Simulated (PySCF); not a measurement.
**Core-level binding energies of `[SiH3]S[C@@H]1CS[SiH2]S1`**

C2H8S3Si2.
Structure used (PBE0-D3(BJ)/def2-SVP), in Å, numbered top down from 1:
```
atom  x, y, z in Å
Si1   -3.056   -0.024    0.369
S2    -2.320   -0.219   -1.653
C3    -0.516   -0.025   -1.440
C4     0.128   -1.295   -0.914
S5     1.940   -1.110   -0.757
Si6    1.833    0.796    0.221
S7    -0.148    1.421   -0.362
H8    -2.266   -0.851    1.328
H9    -3.118    1.387    0.842
H10   -4.439   -0.571    0.254
H11   -0.138    0.196   -2.450
H12   -0.039   -2.115   -1.629
H13   -0.313   -1.585    0.051
H14    1.921    0.754    1.710
H15    2.921    1.674   -0.295
```

Computed with PySCF, delta-SCF UKS SCAN, pcX-2 on the ionised atom, pcseg-1 elsewhere, spin-free X2C. Each binding energy is the total energy of the core-ionised species, with the hole localised on one atom, minus that of the ground state; both are solved self-consistently, so orbital relaxation is included.

Question: Give the core binding energies atom by atom.

Answer: 
```
atom(s)                 environment     level  binding energy (eV)  2p1/2 (eV)  above the level's lowest (eV)  count
    Si1                SiH3 silicon  Si 2p3/2               107.13      107.76                           0.00      1
    Si6                SiH2 silicon  Si 2p3/2               107.47      108.09                          +0.34      1
     C4  sp3 carbon bound to sulfur      C 1s               291.72           –                           0.00      1
     C3  sp3 carbon bound to sulfur      C 1s               292.22           –                          +0.50      1
    Si1                SiH3 silicon     Si 1s              1846.95           –                           0.00      1
    Si6                SiH2 silicon     Si 1s              1847.32           –                          +0.37      1
     S2   sulfur bonded to C and Si      S 1s              2476.78           –                           0.00      1
     S7   sulfur bonded to C and Si      S 1s              2476.82           –                          +0.04      1
     S5   sulfur bonded to C and Si      S 1s              2476.85           –                          +0.07      1
```

Lowest listed C 1s: C4, bonded to S, C and 2 H. Highest, 0.50 eV above it: C3, bonded to 2 S, C and H. Summing the Pauling electronegativity differences to the bonded atoms, each weighted by its formal bond order, gives -0.67 for the lowest site and -0.29 for the highest.

Lowest listed Si 1s: Si1, bonded to S and 3 H. Highest, 0.37 eV above it: Si6, bonded to 2 S and 2 H. Summing the Pauling electronegativity differences to the bonded atoms, each weighted by its formal bond order, gives +1.58 for the lowest site and +1.96 for the highest.

Lowest listed Si 2p3/2: Si1, bonded to S and 3 H. Highest, 0.34 eV above it: Si6, bonded to 2 S and 2 H. Summing the Pauling electronegativity differences to the bonded atoms, each weighted by its formal bond order, gives +1.58 for the lowest site and +1.96 for the highest.

The 3 S 1s values lie within 0.07 eV of each other; Gaussian lines of 0.5 eV full width would blend them into one maximum.

Question: Which photon energy gives electrons from S 1s of S2 a kinetic energy of 50 eV, and what is their de Broglie wavelength?

Answer: hν = 2476.78 + 50 = 2526.78 eV, recoil neglected; λ = 12.264 Å/√(E/eV) = 1.73 Å.

Question: Give the binding energy of S 1s of S2 in hartree and in kJ/mol.

Answer: 2476.78 eV = 91.0200 Eh = 238973 kJ/mol.

Not every level is listed. The 2p values aren't plain energy differences: one relaxed spin-free 2p hole is combined with a matrix within the shell (ground-state 2p orbital-energy differences and spin–orbit coupling). 2p3/2, the mean of its two sublevels, lies a third of the splitting below the shell's mean and 2p1/2 two thirds above it; the statistical areas are 2:1. 2p1/2 minus 2p3/2 (ligand field included): Si 0.63 eV. Isolated species at its PBE0-D3(BJ)/def2-SVP geometry (one conformer only).
